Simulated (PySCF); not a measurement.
C3H3N2, multiplicity 2. Atoms are numbered in the order given.

```xyz
8

C      1.1799     0.1827     0.0000
C      0.2455     1.1887     0.0000
N     -1.0000     0.6017     0.0000
C     -0.8153    -0.7032     0.0000
N      0.5166    -1.0134     0.0000
H      0.3847     2.2677     0.0000
H     -1.6010    -1.4598     0.0000
H      0.9391    -1.9351     0.0000
```
Charge 0, spin multiplicity 2.

The structure is a stationary point at r2SCAN-D4/def2-SVP. The isomer is the one that the SMILES or the coordinates give; other isomers of the formula were not compared.

Calculation: TDA-PBE0/def2-SVPD run with PySCF 2.14.0.

Vertical excitations. Gas-phase values at a fixed geometry.

```csv
state,energy (eV),λ (nm),f,main pairs
root 1,1.34,929,0.001,β HOMO→LUMO 99 %
root 2,3.37,368,0.024,β HOMO−1→LUMO 96 %
root 3,3.52,352,0.000,β HOMO−2→LUMO 99 %
root 4,4.58,270,0.001,"α HOMO→LUMO 45 %, β HOMO→LUMO+1 45 %"
root 5,5.52,225,0.002,"α HOMO→LUMO+2 42 %, β HOMO→LUMO+3 43 %, β HOMO→LUMO+1 7 %"
root 6,5.88,211,0.001,"α HOMO−1→LUMO 53 %, α HOMO−1→LUMO+2 10 %, β HOMO−1→LUMO+1 29 %"
root 7,6.18,201,0.000,β HOMO→LUMO+2 97 %
root 8,6.25,198,0.002,"α HOMO−2→LUMO 44 %, β HOMO−2→LUMO+1 41 %"
root 9,6.39,194,0.001,"α HOMO→LUMO+1 79 %, β HOMO−1→LUMO+1 8 %"
root 10,6.40,194,0.004,"α HOMO−1→LUMO 36 %, α HOMO→LUMO+1 18 %, α HOMO−1→LUMO+2 7 %, β HOMO−1→LUMO+1 34 %"
```
Unrestricted roots are not spin-pure.
